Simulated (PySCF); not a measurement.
Correlation energy of Ti⁺ (titanium, charge +1)

[Ar] 3d2 4p1, one real determinant (an excited configuration). Calculation: PySCF 2.14, in x2c-TZVPPall (6s5p4d2f1g, 64 functions); scalar relativity by spin-free X2C-1e. Frozen: [Ne]; 11 electrons correlated.

```json
{"level": "CCSD", "correlation energy (mhartree)": "-267.56"}
{"level": "(T)", "correlation energy (mhartree)": "-5.95"}
{"level": "CCSD(T)", "correlation energy (mhartree)": "-273.51"}
```

Diagnostics: T1 = 0.011, D1 = 0.0386, largest double amplitude 0.037.

The real determinant used has ⟨L²⟩ near 14 against 20 for a pure G term, so it mixes terms.

Cost of the coupled-cluster step: roughly 9 core-seconds, for 11 correlated electrons.

The basis was made for the ground configuration and has no added diffuse functions, which can raise the energy of the promoted electron.

The reference is one real determinant that mixes LS terms of this configuration.

This basis was not built for core-valence correlation, so the inner-shell part is incomplete.
